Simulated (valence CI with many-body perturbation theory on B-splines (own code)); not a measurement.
# E1 transitions of Ni²¹⁺

Computed by relativistic CI+MBPT: five valence electrons over a frozen Dirac-Fock core [He], a basis of 9 s, 9 p, 8 d, 6 f, 3 g, 1 h functions for each j, with the one-electron correlation potential Σ1 (screened to all orders), the two-electron term Σ2, the three-electron term Σ3, Breit, model QED; selected single and double excitations, second order for the rest (own B-spline code, finite nucleus).

No measured spectrum was set against this ion. As an estimate, levels of excited configurations hold to 0.05 to 0.15 % of their energy, terms of the ground configuration to about 0.5 %. Among the levels kept, up to 2100 cm⁻¹ of a level comes from second order outside the variational space, and about a tenth of that is noise between levels of different J, which matters for small intervals.

Lines 101 to 150 of 283 in falling wavelength, among levels below 1183.0 eV, chosen from the strongest by gf and those to the six lowest levels. Wavelengths and rates use the calculated energies, so an error of 800 cm⁻¹ moves a line at 12.34 nm by 0.099 % and its rate by three times that or more. Electric multipoles are in the length gauge, E1 and E2 with the static RPA response of the core. Weak lines are less certain than strong ones. Lines between different terms over intervals too small for the method are left out, as are lines whose strength nearly cancels. The highest levels of a list are the least certain.

Names give the largest LS component (configuration and term), which can be under half, so a name can repeat, a term be missing and a line seem to break the LS rules; names also repeat where a configuration has a term twice. Letters in brackets count levels of one name in rising energy.

```
λ vac (nm)                   Upper              Lower   A (s⁻¹)  S (a.u.)
     12.34           2s 2p4 4P_1/2    2s2 2p3 2D°_3/2  6.29e+08  1.17e-03
     12.29       2s 2p3 3s 4D°_5/2  2s2 2p2 3s 4P_3/2  1.58e+10  8.67e-02
     11.82             2p5 2P°_3/2      2s 2p4 2S_1/2  1.01e+10  3.31e-02
     11.79           2s 2p4 4P_5/2    2s2 2p3 4S°_3/2  1.34e+10  6.48e-02
     11.58       2s 2p3 3s 2D°_5/2  2s2 2p2 3s 4P_5/2  5.91e+09  2.71e-02
     11.45           2s 2p4 2D_3/2    2s2 2p3 2P°_1/2  2.74e+09  8.11e-03
     10.99       2s 2p3 3s 4D°_3/2  2s2 2p2 3s 4P_1/2  1.45e+10  3.79e-02
     10.99       2s 2p3 3s 4D°_1/2  2s2 2p2 3s 4P_1/2  2.05e+10  2.69e-02
     10.62             2p5 2P°_1/2      2s 2p4 2P_3/2  4.53e+10  5.36e-02
     10.61           2s 2p4 4P_3/2    2s2 2p3 4S°_3/2  2.16e+10  5.09e-02
     10.58           2s 2p4 2S_1/2    2s2 2p3 2P°_3/2  9.30e+08  1.09e-03
     10.33           2s 2p4 4P_1/2    2s2 2p3 4S°_3/2  2.40e+10  2.62e-02
     10.13             2p5 2P°_3/2      2s 2p4 2D_5/2  4.31e+10  8.85e-02
     10.06           2s 2p4 2D_5/2    2s2 2p3 2D°_5/2  3.52e+10  1.06e-01
     10.01           2s 2p4 2P_3/2    2s2 2p3 2P°_3/2  9.76e+09  1.93e-02
     9.857             2p5 2P°_3/2      2s 2p4 2D_3/2  2.17e+10  4.10e-02
     9.815           2s 2p4 2D_3/2    2s2 2p3 2D°_3/2  4.74e+10  8.85e-02
     9.594           2s 2p4 2S_1/2    2s2 2p3 2P°_1/2  4.06e+10  3.54e-02
     9.119           2s 2p4 2P_3/2    2s2 2p3 2P°_1/2  1.10e+10  1.65e-02
     8.797           2s 2p4 2P_1/2    2s2 2p3 2P°_3/2  1.08e+11  7.25e-02
     8.584             2p5 2P°_1/2      2s 2p4 2D_3/2  4.41e+10  2.76e-02
     8.498           2s 2p4 2D_3/2    2s2 2p3 4S°_3/2  3.98e+09  4.82e-03
     8.420           2s 2p4 2S_1/2    2s2 2p3 2D°_3/2  5.29e+10  3.12e-02
     8.402           2s 2p4 2P_3/2    2s2 2p3 2D°_5/2  1.10e+11  1.28e-01
     8.103           2s 2p4 2P_1/2    2s2 2p3 2P°_1/2  3.37e+09  1.77e-03
     8.052           2s 2p4 2P_3/2    2s2 2p3 2D°_3/2  1.18e+10  1.22e-02
     7.446             2p5 2P°_3/2      2s 2p4 4P_5/2  4.79e+09  3.90e-03
     7.433           2s 2p4 2S_1/2    2s2 2p3 4S°_3/2  3.39e+09  1.37e-03
     7.250           2s 2p4 2P_1/2    2s2 2p3 2D°_3/2  2.58e+10  9.72e-03
     7.144           2s 2p4 2P_3/2    2s2 2p3 4S°_3/2  6.84e+09  4.93e-03
     1.256  2s2 2p2 3p 4D°_3/2 [a]      2s 2p4 4P_5/2  2.84e+10  1.11e-04
     1.246  2s2 2p2 3p 4D°_3/2 [b]      2s 2p4 4P_5/2  2.92e+10  1.12e-04
     1.240  2s2 2p2 3p 2D°_5/2 [a]      2s 2p4 4P_5/2  3.15e+10  1.78e-04
     1.237  2s2 2p2 3p 2D°_3/2 [a]      2s 2p4 4P_5/2  6.84e+10  2.56e-04
     1.231      2s2 2p2 3p 4S°_3/2      2s 2p4 4P_5/2  1.87e+11  6.88e-04
     1.226      2s2 2p2 3p 2F°_5/2      2s 2p4 4P_5/2  3.85e+10  2.10e-04
     1.216       2s2 2p2 3s 4P_1/2    2s2 2p3 2P°_1/2  2.57e+10  4.57e-05
     1.216       2s2 2p2 3s 4P_3/2    2s2 2p3 2P°_3/2  1.80e+10  6.38e-05
     1.212   2s 2p3 3s 6S°_5/2 [a]      2s 2p4 4P_5/2  6.18e+10  3.26e-04
     1.211   2s 2p3 3s 6S°_5/2 [b]      2s 2p4 4P_5/2  1.51e+10  7.95e-05
     1.210  2s2 2p2 3p 2D°_3/2 [b]      2s 2p4 4P_5/2  5.00e+10  1.75e-04
     1.209   2s 2p3 3s 4S°_3/2 [a]      2s 2p4 4P_3/2  5.81e+11  2.02e-03
     1.204       2s2 2p2 3s 2P_3/2    2s2 2p3 2P°_3/2  2.52e+11  8.69e-04
     1.200       2s 2p3 3s 2D°_3/2      2s 2p4 2D_3/2  2.47e+12  8.41e-03
     1.200       2s 2p3 3s 2D°_5/2      2s 2p4 2D_5/2  2.48e+12  1.27e-02
     1.197       2s2 2p2 3s 2P_1/2    2s2 2p3 2P°_1/2  1.03e+12  1.75e-03
     1.195       2s2 2p2 3s 4P_1/2    2s2 2p3 2D°_3/2  2.58e+11  4.36e-04
     1.195   2s 2p3 3s 4S°_3/2 [a]      2s 2p4 4P_5/2  1.07e+12  3.62e-03
     1.191   2s 2p3 3s 4S°_3/2 [b]      2s 2p4 4P_5/2  1.14e+12  3.80e-03
     1.190       2s2 2p2 3s 2P_3/2    2s2 2p3 2P°_1/2  9.68e+11  3.22e-03
```
